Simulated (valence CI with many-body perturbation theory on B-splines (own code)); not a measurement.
## Nb+: electric-dipole lines

Calculated by valence CI with perturbative core correlation (CI+MBPT): four valence electrons over a frozen Dirac-Fock core [Kr], a basis of 7 s, 7 p, 8 d, 6 f, 4 g, 1 h functions for each j, with the one-electron correlation potential Σ1 (screened to all orders), the two-electron term Σ2, the three-electron term Σ3, Breit, model QED; selected single and double excitations, second order for the rest, scaled by the run's own slope (own B-spline code, finite nucleus).

Set against measurement, 31 paired levels are off by 479 cm⁻¹ on average, the worst by 826. These come from a selection out of the NIST Handbook of Basic Atomic Spectroscopic Data. Levels without a partner in it may be off by more, other configurations by 1,000 to 4,000 cm⁻¹. Among the levels kept, up to 550 cm⁻¹ of a level comes from second order outside the variational space, and about a tenth of that is noise between levels of different J, which matters for small intervals. 2 measured levels below the end of the list, from 14626 cm⁻¹ on, found no clear computed partner, and computed levels of the same name lie up to 394 cm⁻¹ from them.

Lines 51 to 100 of 591 in falling wavelength, among levels below 7.096 eV, chosen from the strongest by gf and those to the six lowest levels. Wavelengths and rates use the calculated energies, so an error of 500 cm⁻¹ moves a line at 3740 Å by 1.9 % and its rate by three times that or more. Electric multipoles are in the length gauge, E1 and E2 with the static RPA response of the core. Weak lines are less certain than strong ones. Lines between different terms over intervals too small for the method are left out, as are lines whose strength nearly cancels. Where a level lies close to another of its J and parity, the split of strength between their lines is uncertain. The highest levels of a list are the least certain.

Names give the largest LS component (configuration and term), which can be under half, so a name can repeat, a term be missing and a line seem to break the LS rules; names also repeat where a configuration has a term twice. Letters in brackets count levels of one name in rising energy.

| λ vac (Å) | Upper | Lower | A (s⁻¹) | S (a.u.) |
| --- | --- | --- | --- | --- |
| 3740 | 4d³5p ³D°_1 [a] | 4d⁴ ³F_2 [a] | 3.18e+07 | 2.46e+00 |
| 3737 | 4d³5p ¹G°_4 [d] | 4d²5s² ³F_4 [b] | 6.14e+06 | 1.42e+00 |
| 3724 | 4d³5p ³P°_1 [a] | 4d³5s ³P_2 [a] | 1.92e+07 | 1.47e+00 |
| 3723 | 4d³5p ³H°_5 [a] | 4d³5s ³G_4 | 2.12e+07 | 5.94e+00 |
| 3715 | 4d³5p ³D°_2 [a] | 4d⁴ ³F_3 [a] | 4.28e+07 | 5.42e+00 |
| 3694 | 4d³5p ¹G°_4 [b] | 4d³5s ¹H_5 | 7.52e+06 | 1.68e+00 |
| 3683 | 4d³5p ³G°_3 [d] | 4d³5s ³F_2 [b] | 1.09e+07 | 1.88e+00 |
| 3673 | 4d³5p ¹H°_5 [a] | 4d³5s ³H_4 | 6.85e+06 | 1.84e+00 |
| 3671 | 4d³5p ³D°_3 [c] | 4d³5s ³P_2 [b] | 8.21e+06 | 1.40e+00 |
| 3661 | 4d³5p ¹G°_4 [a] | 4d³5s ³D_3 [a] | 1.23e+07 | 2.68e+00 |
| 3659 | 4d³5p ³D°_2 [b] | 4d³5s ¹P_1 [b] | 1.29e+07 | 1.56e+00 |
| 3653 | 4d³5p ³D°_2 [a] | 4d⁴ ³F_2 [a] | 1.65e+07 | 1.99e+00 |
| 3639 | 4d³5p ³F°_3 [c] | 4d³5s ³D_2 [a] | 2.26e+07 | 3.77e+00 |
| 3638 | 4d³5p ³D°_3 [a] | 4d⁴ ³F_4 | 3.11e+07 | 5.17e+00 |
| 3635 | 4d³5p ¹G°_4 [c] | 4d³5s ¹H_5 | 2.52e+07 | 5.38e+00 |
| 3634 | 4d³5p ³D°_3 [e] | 4d³5s ³F_4 [b] | 8.16e+06 | 1.35e+00 |
| 3627 | 4d³5p ³D°_3 [d] | 4d³5s ³P_2 [b] | 1.34e+07 | 2.21e+00 |
| 3618 | 4d³5p ³G°_3 [a] | 4d⁴ ³G_3 | 1.94e+07 | 3.17e+00 |
| 3617 | 4d³5p ³H°_6 [a] | 4d³5s ³G_5 | 2.76e+07 | 8.39e+00 |
| 3616 | 4d³5p ³F°_2 [c] | 4d³5s ³D_1 [a] | 1.22e+07 | 1.42e+00 |
| 3608 | 4d³5p ¹F°_3 [a] | 4d⁴ ¹G_4 [b] | 2.85e+07 | 4.62e+00 |
| 3606 | 4d³5p ¹G°_4 [b] | 4d³5s ³D_3 [a] | 2.19e+07 | 4.56e+00 |
| 3604 | 4d³5p ³G°_4 [b] | 4d³5s ³H_5 | 7.79e+06 | 1.62e+00 |
| 3602 | 4d³5p ³G°_3 [b] | 4d³5s ³H_4 | 1.90e+07 | 3.07e+00 |
| 3601 | 4d³5p ³D°_3 [c] | 4d²5s² ³F_4 [a] | 4.33e+07 | 6.99e+00 |
| 3588 | 4d³5p ¹F°_3 [b] | 4d³5s ¹D_2 [a] | 4.10e+07 | 6.54e+00 |
| 3586 | 4d³5p ³D°_2 [b] | 4d³5s ¹P_1 [a] | 1.68e+07 | 1.91e+00 |
| 3580 | 4d³5p ³G°_4 [d] | 4d³5s ³F_3 [b] | 1.58e+07 | 3.21e+00 |
| 3579 | 4d³5p ³G°_4 [a] | 4d⁴ ³G_4 | 2.24e+07 | 4.57e+00 |
| 3573 | 4d³5p ³F°_2 [a] | 4d⁴ ³G_3 | 1.54e+07 | 1.73e+00 |
| 3566 | 4d³5p ³P°_2 [d] | 4d³5s ³P_2 [b] | 4.11e+07 | 4.60e+00 |
| 3562 | 4d³5p ³P°_1 [c] | 4d³5s ³P_2 [b] | 2.52e+07 | 1.68e+00 |
| 3554 | 4d³5p ³G°_5 [c] | 4d²5s² ³F_4 [a] | 1.62e+07 | 3.94e+00 |
| 3541 | 4d³5p ³D°_2 [c] | 4d²5s² ³F_3 | 3.02e+07 | 3.31e+00 |
| 3539 | 4d³5p ³D°_1 [b] | 4d³5s ³P_0 [a] | 2.59e+07 | 1.70e+00 |
| 3535 | 4d³5p ³P°_2 [b] | 4d³5s ³P_2 [a] | 1.62e+07 | 1.76e+00 |
| 3535 | 4d³5p ³D°_3 [a] | 4d⁴ ³P_2 [a] | 1.72e+07 | 2.62e+00 |
| 3535 | 4d³5p ⁵F°_3 | 4d⁴ ³F_4 | 1.82e+07 | 2.77e+00 |
| 3531 | 4d³5p ¹H°_5 [a] | 4d⁴ ¹G_4 [b] | 4.94e+07 | 1.18e+01 |
| 3531 | 4d³5p ¹F°_3 [a] | 4d³5s ³G_3 | 1.65e+07 | 2.51e+00 |
| 3530 | 4d³5p ³P°_2 [b] | 4d³5s ³P_1 | 1.19e+07 | 1.29e+00 |
| 3529 | 4d³5p ⁵F°_2 | 4d⁴ ³F_3 [a] | 1.19e+07 | 1.29e+00 |
| 3526 | 4d³5p ³D°_1 [a] | 4d⁴ ³P_0 [a] | 2.43e+07 | 1.58e+00 |
| 3526 | 4d³5p ³D°_1 [c] | 4d³5s ³P_0 [b] | 2.62e+07 | 1.70e+00 |
| 3524 | 4d³5p ³D°_2 [a] | 4d⁴ ³P_1 [a] | 3.00e+07 | 3.25e+00 |
| 3522 | 4d³5p ³G°_5 [a] | 4d⁴ ³G_5 | 3.04e+07 | 7.20e+00 |
| 3522 | 4d³5p ³D°_3 [a] | 4d⁴ ³F_2 [a] | 9.81e+06 | 1.48e+00 |
| 3520 | 4d³5p ³F°_3 [a] | 4d⁴ ³G_4 | 1.39e+07 | 2.09e+00 |
| 3515 | 4d³5p ¹H°_5 [a] | 4d³5s ³G_5 | 5.90e+06 | 1.39e+00 |
| 3507 | 4d³5p ³D°_1 [d] | 4d³5s ¹P_1 [a] | 2.23e+07 | 1.43e+00 |
